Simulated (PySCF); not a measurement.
# V: ionisation energy

V [Ar] 3d3 4s2 (4F) → V+ [Ar] 3d4 (5D), as a difference of total energies. All numbers are calculated (PySCF 2.14, scalar relativity by spin-free X2C-1e, in x2c-SVPall (5s3p3d1f, 36 functions)). Correlated levels: valence: [Ar] frozen. The calculations carry no spin-orbit coupling.

Question: Order these methods by the ionisation energy they give, lowest first.
A. UHF
B. MP2 (valence)
C. PBE
D. SCS-MP2 (valence)

Answer: A (6.168 eV), C (6.303 eV), B (6.374 eV), D (6.820 eV).

Errors of the correlated levels include the incompleteness of this basis and the frozen core.

For comparison: 6.732 eV (measured; NIST levels, between the centres of gravity of the two terms).
